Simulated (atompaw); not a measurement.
Before and after: PAW (atompaw) potential for samarium

```
Element                 : Sm (Z = 62)
Generator               : atompaw 4.2.0.5
Type                    : PAW
Functional              : PBE
Relativity              : scalar-relativistic
Frozen core             : [Kr] 4d10 4f6
Valence charge          : 10
Reference configuration : 5s2 5p6 5d0 6s2 6p0
Partial waves           : 5s (bound): rc 2.55 bohr; 6s (bound): rc 2.95 bohr; 5p (bound): rc 2.95 bohr; 6p (bound, empty): rc 2.95 bohr; 5d (bound, empty): rc 2.25 bohr; 5d channel at 1.55 Ry: rc 2.95 bohr
Local potential         : bessel scheme, radius 2.05 bohr
Core correction         : smooth core density matched at 1.55 bohr
Augmentation charge     : sinc compensation charge, radius 2.90 bohr; PAW radius 2.95 bohr; waves and projectors: custom polynom gramschmidtortho
```

All-electron outer shells of the reference configuration (PBE, scalar-relativistic, ld1.x):

```
shell  level (eV)  outermost node (bohr)  outermost maximum (bohr)
   4d     -128.80                   0.28                      0.59
   5s      -43.27                   0.69                      1.27
   5p      -23.23                   0.73                      1.43
   6s       -3.58                   1.70                      3.66
   4f       -2.47                      –                      0.61
   5d       -1.68                   0.84                      2.17
   6p       -1.21                   2.06                      4.94
```

Change: local potential bessel scheme, radius 2.12 bohr.

Cutoffs: the cutoffs (Ry, on a coarse ladder) from which the occupation-weighted sum of valence levels, in a spherical-Bessel basis at the reference potential, stays within 10 and 1 mRy of its value at 400 Ry; they do not see the model core or the augmentation charge, which bear on the density cutoff.

What does the change do?

The potential gets neither clearly harder nor softer (10 Ry and 18 Ry → 10 Ry and 18 Ry); the range in which the p phases agree narrows (upper end at the end of the scan → 0.9); neither file shows a bound ghost.

```tsv
quantity	base	changed
cutoff, loose	10 Ry	10 Ry
cutoff, tight	18 Ry	18 Ry
bound ghosts	none	none
s: phases at 2.96 bohr within 0.05 rad from the reference energy up to (Ry; the scan ends near 5)	4.4	4.8
p: phases at 2.96 bohr within 0.05 rad from the reference energy up to (Ry; the scan ends near 5)	to the end of the scan	0.9
d: phases at 2.96 bohr within 0.05 rad from the reference energy up to (Ry; the scan ends near 5)	to the end of the scan	to the end of the scan
lowest overlap eigenvalue by channel	s 0.51, p 0.91, d 0.73	s 0.61, p 0.93, d 0.74
```

 The cutoffs see the waves, projectors and local potential, not the compensation charge or the core.
